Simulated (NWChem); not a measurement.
Basis-set convergence for AgCl

SMILES: [Cl][Ag]
```xyz
2

Ag     0.0000     0.0000    -0.6112
Cl     0.0000     0.0000     1.6897
```
Charge 0, spin multiplicity 1.

All runs are NWChem calculations. All single points use one geometry, from PBE/def2-SVP with def2 effective core potentials on Ag, a minimum by its harmonic frequencies.

Quantity: first vertical ionisation energy at the level G0W0@PBE0.

Effective core potentials replace the inner electrons of Ag; spin-orbit coupling is left out. GW and range-separated runs recompute their integrals, the others keep them in memory, which bears on the times. The structure started from a generated list of species.

The cost column gives rough processor time relative to def2-SVP; each entry includes its own SCF.

### Question
In def2-TZVPP the value is 9.52 eV. Among def2-SVP, def2-SVPD, def2-TZVP, def2-TZVPD, which is the smallest basis within 0.1 eV of it?

### Answer
def2-TZVP, with 77 functions against 98 (also within reach: def2-TZVPD). def2-TZVPP isn't the basis-set limit itself, and a small set can land close by cancellation.

```tsv
basis	functions	first vertical ionisation energy (eV)	relative cost
def2-SVP	49	8.85	1
def2-SVPD	61	9.13	under 3
def2-TZVP	77	9.43	under 3
def2-TZVPD	86	9.45	under 3
def2-TZVPP	98	9.52	3
```
